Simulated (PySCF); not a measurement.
Compound: C6H15AlO2.
SMILES with atom numbers: `[CH3:1][O:2][CH2:3][C@@H:4]1[CH2:5][CH2:6][CH2:7][O+:8]1[AlH3-:9]` (hydrogens: H10, H11, H12 on C1; H13, H14 on C3; H15 on C4; H16, H17 on C5; H18, H19 on C6; H20, H21 on C7; H22, H23, H24 on Al9)

Structure used (PBE0-D3(BJ)/def2-SVP), in Å, numbered top down from 1:
```
atom  x, y, z in Å
C1     3.153    0.668   -0.487
O2     1.951    0.583    0.222
C3     1.263   -0.607    0.048
C4    -0.125   -0.431    0.609
C5    -0.958   -1.703    0.654
C6    -2.372   -1.207    0.382
C7    -2.133   -0.114   -0.638
O8    -0.884    0.475   -0.229
Al9   -0.283    2.237   -0.972
H10    3.592    1.651   -0.272
H11    3.865   -0.120   -0.175
H12    2.983    0.591   -1.577
H13    1.185   -0.882   -1.025
H14    1.759   -1.452    0.573
H15   -0.045    0.050    1.598
H16   -0.634   -2.394   -0.143
H17   -0.852   -2.225    1.614
H18   -3.043   -1.990    0.004
H19   -2.819   -0.785    1.296
H20   -2.020   -0.513   -1.660
H21   -2.887    0.683   -0.655
H22    0.217    3.045    0.316
H23    0.765    1.821   -2.121
H24   -1.742    2.635   -1.533
```

Computed with PySCF at PBE0/pcSseg-1, non-relativistic, on one gas-phase PBE0-D3(BJ)/def2-SVP geometry that isn't relaxed in the solvent. The solvent is an IEF-PCM continuum (van der Waals radii × 1.2). The model holds no explicit solvent molecules, cavitation or dispersion.

```csv
run,E − E(gas) (kJ/mol),HOMO (eV),HOMO–LUMO gap (eV),dipole (D)
gas,0.00,-6.85,7.51,6.73
P,-22.55,-7.19,7.89,7.48
Q,-49.89,-7.51,8.01,8.45
```

Task: The runs were made in benzene and water. Which run belongs to which solvent?

Result: P = benzene, Q = water. The dielectric constants are 2.271 (benzene), 78.36 (water), and the energy falls further as ε rises. In this model the ground state sees the solvent through ε alone.

Task: How constant is the ratio of the lowering to (ε − 1)/(2ε + 1)?

Result: 
```json
{"solvent": "benzene", "(ε − 1)/(2ε + 1)": "0.229", "E − E(gas) (kJ/mol)": "-22.55", "ratio (kJ/mol)": "-98.3", "polarisation term (kJ/mol)": "-24.27"}
{"solvent": "water", "(ε − 1)/(2ε + 1)": "0.490", "E − E(gas) (kJ/mol)": "-49.89", "ratio (kJ/mol)": "-101.7", "polarisation term (kJ/mol)": "-58.84"}
```

The ratio changes by +3.5 % in size from benzene to water. The polarisation term is half the interaction of the solute with the induced surface charges.
